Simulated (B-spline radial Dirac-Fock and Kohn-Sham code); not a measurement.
# The Mn-like isoelectronic sequence (25 electrons), Z = 37 to 48

Level of theory: ΔSCF Dirac-Fock with Breit, self-energy and vacuum polarisation, finite nucleus, configuration average; a radial B-spline solver. Binding energies in eV, tabulated ground configurations ([Ar] 3d7 throughout). No correlation.

```
  ion       1s      2s   2p3/2   3p1/2  outermost level  NIST ionisation energy
Rb¹²⁺  15527.2  2395.0  2129.9   537.6       403.5 (3d)                 400 ± 3
Sr¹³⁺  16468.3  2580.1  2299.9   599.6       458.0 (3d)                 454 ± 3
Zr¹⁵⁺  18441.2  2973.4  2660.7   733.7       576.3 (3d)                 573 ± 3
Nb¹⁶⁺  19473.3  3181.8  2851.5   805.6       640.1 (3d)                 636 ± 3
Mo¹⁷⁺  20536.1  3398.0  3049.1   880.9       706.9 (3d)                 702 ± 3
Tc¹⁸⁺        ?       ?       ?       ?                ?                       ?
Ru¹⁹⁺  22754.7  3854.1  3465.2  1041.4       849.8 (3d)                 845 ± 4
Rh²⁰⁺  23910.9  4094.2  3683.6  1126.7       925.9 (3d)                 921 ± 4
Pd²¹⁺  25098.7  4342.3  3908.9  1215.3      1005.0 (3d)                1000 ± 4
Ag²²⁺  26318.3  4598.6  4141.1  1307.4      1087.2 (3d)                1082 ± 4
Cd²³⁺  27570.0  4863.1  4380.3  1402.8      1172.5 (3d)                1167 ± 4
```

Task: Fill in the row of Tc¹⁸⁺.

Result: 1s 21629.8, 2s 3622.1, 2p3/2 3253.7, 3p1/2 959.4, outermost 776.8 (3d), NIST 773 ± 3 eV.

NIST's values are for the lowest levels; a dash marks a value that is missing or belongs to another shell. Their kind here: theoretical. Where a p, d or f shell is open in either ion the computed value averages over both j values and all terms, while the table refers to the lowest levels; that difference holds spin-orbit splitting (largest in heavy or highly charged ions), term energies where several electrons share open shells, and correlation, and it can reach 10 % or more.
